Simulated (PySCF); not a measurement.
**Electric field gradients and quadrupole coupling constants**

Compound: C6H6O4.
Atom-mapped SMILES: `[CH3:1][C:2](=[O:3])[O:4][C@H:5]1[CH:6]=[C:7]1[C:8](=[O:9])[OH:10]` (hydrogens: H11, H12, H13 on C1; H14 on C5; H15 on C6; H16 on O10)

Structure used (GFN2-xTB), in Å, numbered top down from 1:
```xyz
16
C6H6O4 angstrom
C      2.7965    1.0303    0.4614
C      1.8467    0.1135   -0.2604
O      2.0234   -0.3478   -1.3555
O      0.7689   -0.1404    0.4976
C     -0.2288   -0.9966   -0.0334
C     -1.0521   -1.7603    0.9378
C     -1.6478   -0.7400    0.3637
C     -2.8235    0.1017    0.2051
O     -3.9492   -0.2562    0.4339
O     -2.5097    1.3225   -0.2389
H      2.2422    1.7436    1.0634
H      3.4271    1.5397   -0.2606
H      3.4266    0.4337    1.1188
H      0.0379   -1.3742   -1.0142
H     -1.0564   -2.5233    1.6774
H     -3.3095    1.8626   -0.3400
```

Field gradients from the PBE0/pcSseg-1 density (PySCF, non-relativistic), principal values in atomic units, ordered |Vxx| ≤ |Vyy| ≤ |Vzz|:

```csv
atom,Vxx,Vyy,Vzz
O3,0.6673,0.9539,-1.6211
O4,-0.5555,-1.0845,1.6400
O9,0.6761,0.9435,-1.6197
O10,-0.4571,-1.1835,1.6407
```

Problem. Find the asymmetry η = (Vxx − Vyy)/Vzz and the couplings χ = eQV/h (234.96 MHz × Q in barn × V in au), with Q(17O) = −0.0256 b.

Solution. 
```tsv
atom	environment	nucleus	η	χzz (MHz)	χxx (MHz)	χyy (MHz)
O3	ester carbonyl oxygen	17O	0.18	9.75	-4.01	-5.74
O4	ester single-bonded oxygen	17O	0.32	-9.86	3.34	6.52
O9	acid carbonyl oxygen	17O	0.17	9.74	-4.07	-5.68
O10	acid hydroxyl oxygen	17O	0.44	-9.87	2.75	7.12
```

The tensor is traceless: Vxx + Vyy + Vzz = 0.

Problem. What is Vzz at O4 in SI units (1 au = 9.71736 × 10²¹ V/m²)?

Solution. 1.6400 au = 15.936 × 10²¹ V/m².

Problem. And the gradient at the other heavy atoms, for which no coupling is worked out here?

Solution. 
| atom | environment | Vzz (au) | η |
| --- | --- | --- | --- |
| C1 | methyl carbon next to a carbonyl | 0.104 | 0.50 |
| C2 | ester carbonyl carbon | -0.416 | 0.92 |
| C5 | sp3 carbon bound to oxygen | 0.435 | 0.22 |
| C6 | alkene CH carbon | 0.378 | 0.74 |
| C7 | fully substituted alkene carbon | -0.320 | 0.62 |
| C8 | carboxylic acid carbon | 0.349 | 0.94 |

Problem. What couplings would deuterons (Q(2H) = 0.00286 b) have in place of the hydrogens, at this geometry?

Solution. 
| atom | bonded to | bond length (Å) | Vzz (au) | η | χzz (kHz) |
| --- | --- | --- | --- | --- | --- |
| H11 | C1 | 1.086 | 0.3143 | 0.03 | 211 |
| H12 | C1 | 1.086 | 0.3140 | 0.02 | 211 |
| H13 | C1 | 1.089 | 0.3124 | 0.03 | 210 |
| H14 | C5 | 1.084 | 0.3027 | 0.11 | 203 |
| H15 | C6 | 1.063 | 0.3638 | 0.02 | 244 |
| H16 | O10 | 0.970 | 0.4327 | 0.09 | 291 |

The structure is a single GFN2-xTB conformer in the gas phase; no vibrational or solvent corrections. GFN2-xTB bond lengths can be off by several hundredths of an ångström, more for odd bonds, and the gradients follow them. A larger basis could move these couplings by a tenth or more.
